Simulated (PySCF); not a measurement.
Species: C₆H₅ClFNS.
Geometry (GFN2-xTB, Å), atoms numbered from 1 in this order:
```
atom  x, y, z in Å
C1     2.7628   -0.0991   -0.1750
S2     1.4892   -1.3903   -0.0983
C3    -0.0021   -0.4787   -0.2020
C4    -0.1038    0.9045   -0.3512
C5    -1.3622    1.4737   -0.4154
N6    -2.4885    0.7864   -0.3450
C7    -2.4114   -0.5222   -0.2055
Cl8   -3.8885   -1.3899   -0.1194
C9    -1.1989   -1.1970   -0.1284
F10   -1.1633   -2.5296    0.0181
H11    2.6452    0.5895    0.6562
H12    3.7086   -0.6244   -0.0857
H13    2.7189    0.4168   -1.1294
H14    0.7720    1.5266   -0.4184
H15   -1.4824    2.5416   -0.5280
```

Theory: PBE0/pcSseg-1 in PySCF (dipole) on a GFN2-xTB geometry, gas phase.

Take the most abundant isotopes and a rigid rotor. The values belong to one conformer with, in the numbering `[CH3:1][S:2][c:3]1[cH:4][cH:5][n:6][c:7]([Cl:8])[c:9]1[F:10]`, C1–S2–C3–C4 2°.

**Question.** What are A, B and C (GHz)?

**Answer.** Ia = 242.65, Ib = 795.17, Ic = 1034.51 u·Å²; 505379 MHz·u·Å²/I gives 2083, 635.6 and 488.5 MHz, that is A = 2.0827, B = 0.6356, C = 0.4885 GHz.

**Question.** What kind of rotor is it?

**Answer.** An asymmetric top: κ = (2 × 635.6 − 2083 − 488.5)/(2083 − 488.5) = -0.82.

**Question.** Is it planar, by Δ = Ic − Ia − Ib?

**Answer.** Not planar: Δ = Ic − Ia − Ib = -3.31 u·Å². For a rigid frame Δ = −2 Σ m c², so Σ m c² = 1.66 u·Å² lies off the ab plane: 1.63 from hydrogen and 0.03 from heavier atoms. The atom farthest from that plane is 0.94 Å away.

**Question.** Give the other two planar moments, Paa and Pbb, and the rms extents of the mass along the axes.

**Answer.** Paa = Σ m a² = (Ib + Ic − Ia)/2 = 793.52 and Pbb = Σ m b² = (Ia + Ic − Ib)/2 = 241.00 u·Å². With the mass M = 176.98 u, the rms extents √(P/M) along a, b and c are 2.12, 1.17, 0.10 Å.

**Question.** Which types of transition are allowed, and where do some lines up to J = 2 fall?

**Answer.** The dipole components are |μa| = 4.60 D, |μb| = 1.88 D, |μc| = 0.03 D. Intensities carry the squares of the components, which stand as 1.00 : 0.17 : 0.00 (a : b : c). Some lines, for components of 0.1 D or more:

```csv
type,branch,"J(Ka,Kc)",MHz,lower level (cm⁻¹)
a,Q,"2(1,1) ← 2(1,2)",441,0.156
b,R,"2(0,2) ← 1(1,1)",790,0.086
a,R,"1(0,1) ← 0(0,0)",1124,0.000
b,Q,"1(1,0) ← 1(0,1)",1594,0.037
b,Q,"2(1,1) ← 2(0,2)",1752,0.112
a,R,"2(1,2) ← 1(1,1)",2101,0.086
a,R,"2(0,2) ← 1(0,1)",2238,0.037
a,R,"2(1,1) ← 1(1,0)",2395,0.091
b,R,"1(1,1) ← 0(0,0)",2571,0.000
b,R,"2(1,2) ← 1(0,1)",3548,0.037
b,Q,"2(2,0) ← 2(1,1)",4352,0.171
b,Q,"2(2,1) ← 2(1,2)",4783,0.156
b,R,"2(2,1) ← 1(1,0)",6737,0.091
b,R,"2(2,0) ← 1(1,1)",6894,0.086
```

No frequency check. No vibrational averaging or centrifugal distortion is included, and the geometry carries the error of its method. A rigid rotor knows nothing of internal rotation, which can split or shift real lines. Quadrupole hyperfine structure (14N, 35Cl) is left out.
